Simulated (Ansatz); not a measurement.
This geometry of ClGaH2 (4 atoms, charge 0, multiplicity 1) is a first-order saddle point.

These are results of Ansatz 0.2.0, RKS PBE0-D4/def2-SVPD, not measurements.

```xyz
4
Properties=species:S:1:pos:R:3
Ga 0.241 0.000 -0.571
Cl 1.341 0.000 1.833
H 1.711 0.000 0.226
H -1.335 0.000 -0.358
```

**Question.** Which two structures does it join? (They come from a converged band through this point; their orientation in space is the band's.)

**Answer.** Bonds broken: Ga1–Cl2, Ga1–H3. Bonds formed: Cl2–H3. ClGaH2 becomes ClH + GaH.

Image 0:

```xyz
4
Properties=species:S:1:pos:R:3
Ga 0.452 0.000 0.069
Cl 0.824 0.000 2.208
H 1.731 0.000 -0.814
H -1.049 0.000 -0.332
```

Image 10:

```xyz
4
Properties=species:S:1:pos:R:3
Ga -0.370 0.000 -0.438
Cl 2.502 0.000 1.946
H 1.490 0.000 1.092
H -1.665 0.000 -1.470
```

**Question.** How far does it lie above each of them?

**Answer.** 2.30 eV above the first and 0.42 eV above the second. This is the barrier of this one path; another mechanism may lie lower. The orbitals stay closed-shell, which can raise the energy where a bond breaks towards radicals; this wasn't checked here.

Run time: 8.2 min on 1 thread of Arm Neoverse N1 (shared host), peak memory 0.16 GiB.
